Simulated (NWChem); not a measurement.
C2H8InN; SMILES C[N](C)[InH2]

```xyz
12

In     0.0000     0.0000    -0.8574
H      0.0000    -1.5701    -1.5626
H      0.0000     1.5701    -1.5626
N      0.0000     0.0000     1.1807
C      0.0000     1.1995     1.9720
C      0.0000    -1.1995     1.9720
H      0.8889     1.2640     2.6346
H     -0.8889     1.2640     2.6346
H      0.0000     2.0979     1.3353
H     -0.8889    -1.2640     2.6346
H      0.8889    -1.2640     2.6346
H      0.0000    -2.0979     1.3353
```
Atoms are numbered in this order, from 1.

Program: NWChem. Medium grid unless said otherwise, to which SCAN and Minnesota functionals are sensitive. Structure relaxed at the PBE0/def2-SVP level. Not confirmed as a minimum by frequencies. def2 effective core potentials on In; no spin-orbit coupling. Hybrids' shares of exact exchange are those that their runs print; pure functionals count as 0. The functionals differ in more than this share.

| row | share of exact exchange | orbital gap (eV) |
|---|---|---|
| PBE/def2-SVP | 0.00 | 2.93 |
| LDA (Slater exchange, PW92)/def2-SVP | 0.00 | 2.87 |
| B3LYP/def2-SVP | 0.20 | 4.29 |
| B3PW91/def2-SVP | 0.20 | 4.42 |
| B97-2/def2-SVP | 0.21 | 4.49 |
| BHandHLYP/def2-SVP | 0.50 | 6.45 |
| M06-2X/def2-SVP | 0.54 | withheld |

Question: Fit a straight line of the last column on the one before it, predict the withheld value, and compare with the run.

Answer: 
1. Means of the 6 shown rows: x = 0.185, y = 4.242. Slope Σ(x − x̄)(y − ȳ)/Σ(x − x̄)² = 1.202/0.1688 = 7.121; intercept 2.924.
2. The shown rows scatter about the line by 0.054 (root mean square); the largest residual is +0.07, at B3PW91/def2-SVP.
3. At x = 0.54 (M06-2X/def2-SVP; beyond the shown range) the line gives 6.77.
4. The run gives 6.42, -0.35 from the line, 6.4 times the scatter.
